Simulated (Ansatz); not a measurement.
C4H10Si, SMILES `C[Si]1(C)CC1`. The species carries charge 0 and has multiplicity 1.

```xyz
15

C    -1.630    0.379   -1.000
Si   -0.128   -0.082    0.002
C    -0.317   -1.623    1.032
C     1.013    1.246    0.573
C     1.543    0.387   -0.615
H    -2.495    0.558   -0.356
H    -1.438    1.289   -1.572
H    -1.894   -0.415   -1.704
H    -0.533   -2.493    0.406
H    -1.132   -1.519    1.753
H     0.602   -1.823    1.586
H     1.554    1.139    1.509
H     0.801    2.286    0.344
H     1.651    0.909   -1.561
H     2.403   -0.239   -0.396
```

Problem. What are the harmonic wavenumbers in cm⁻¹ at PBE0-D4/def2-TZVP (Ansatz, finite differences of forces, unscaled)? (Best estimate.)

Solution. Computed: 141, 149, 189, 192, 195, 216, 559, 574, 683, 693, 713, 729, 769, 797, 819, 858, 909, 950, 1015, 1018, 1191, 1275, 1279, 1415, 1430, 1441, 1449, 1453, 1456, 3049, 3050, 3123, 3127, 3129, 3129, 3141, 3141, 3192, 3209.

Problem. Is this a minimum?

Solution. Yes, all 39 modes are real.

Problem. Give the ideal-gas thermochemistry at 298.15 K and 1 bar (rigid rotor, harmonic oscillator; point group C2v, symmetry number 2).

Solution. Zero-point energy 334.0 kJ/mol; H(298) − E = 356.9 kJ/mol; entropy 343.5 J/(mol·K), of which translation 164.4, rotation 104.9, vibration 74.2; G(298) − E = 254.4 kJ/mol.

Problem. And at 400, 500, 600, 800 and 1000 K?

Solution. 
| T (K) | H − E (kJ/mol) | S (J/mol/K) | G − E (kJ/mol) |
| --- | --- | --- | --- |
| 400 | 371.3 | 384.9 | 217.3 |
| 500 | 388.3 | 422.8 | 176.9 |
| 600 | 407.7 | 458.1 | 132.9 |
| 800 | 451.9 | 521.5 | 34.7 |
| 1000 | 501.8 | 577.0 | -75.2 |
